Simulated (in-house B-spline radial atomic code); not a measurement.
OLYP excitations of the copper ion Cu⁺

Method: OLYP. Computed with a B-spline radial code for spherical atoms: linear response of the closed shell [Ar] 3d10 with the functional's adiabatic kernel; non-relativistic, point nucleus, no spin-orbit coupling, no double excitations, S, P, D and F terms only. Only terms of natural parity with L up to 3 were computed.

Without relativity these are model numbers for so heavy an element.

Command:
```bash
python run_td.py task.json out
```
Settings (radii: box in bohr, nucleus in fm):
```
Z                        29
electrons                28
configuration            [Ar] 3d10
hamiltonian              nr
method                   optx,lyp
box_radius               41.61
intervals                57
```

Cost of the run: 1.5 s on 1 thread of Arm Neoverse N1, on a shared host.

The lowest states, in the order of their Tamm-Dancoff energies; the method's threshold (minus the highest occupied level) is 13.644 eV. Labels give the largest channel, * marks a mixed state, and oscillator strengths are full-response dipole values. Semilocal kernels can invert the small singlet-triplet splittings of Rydberg terms. Energies in eV:

| state | full response | Tamm-Dancoff | oscillator strength |
| --- | --- | --- | --- |
| 3d → 4s 3D | 1.863 | 1.937 | - |
| 3d → 4s 1D | 2.414 | 2.425 | - |
| 3d → 4p 3F | 6.769 | 6.795 | - |
| 3d → 4p 3P | 6.795 | 6.830 | - |
| 3d → 4p 1F | 6.956 | 6.961 | - |
| 3d → 4p 1P | ? | ? | ? |
| 3d → 5s 3D | 10.321 | 10.330 | - |
| 3d → 5s 1D | ? | ? | - |
| 3d → 4d 3S | 11.276 | 11.285 | - |
| 3d → 4d 3D | 11.306 | 11.309 | - |
| 3d → 4d 1D | 11.368 | 11.374 | - |
| 3d → 5p 3P | 11.552 | 11.559 | - |
| 3d → 5p 3F | 11.563 | 11.568 | - |
| 3d → 5p 1F | 11.600 | 11.601 | - |
| 3d → 5p 1P | 11.696 | 11.708 | 0.0266 |
| 3d → 4d 1S | 11.752 | 11.821 | - |

(1) Where does 3d → 5s 1D lie?

(2) Where does 3d → 4p 1P lie?

(3) How large is the singlet-triplet splitting of 3d → 4s (D terms) in Tamm-Dancoff?

(4) What polarisabilities and dispersion coefficient does the method give?

Answers

(1) At 10.399 eV in full response, 10.401 eV in Tamm-Dancoff.

(2) At 7.531 eV in full response, 7.598 eV in Tamm-Dancoff, oscillator strength 0.295.

(3) 0.488 eV, from the unrounded values.

(4) Dipole 7.837 bohr³, quadrupole 65.74 bohr⁵, C6 26.04 hartree·bohr⁶ for two such species.
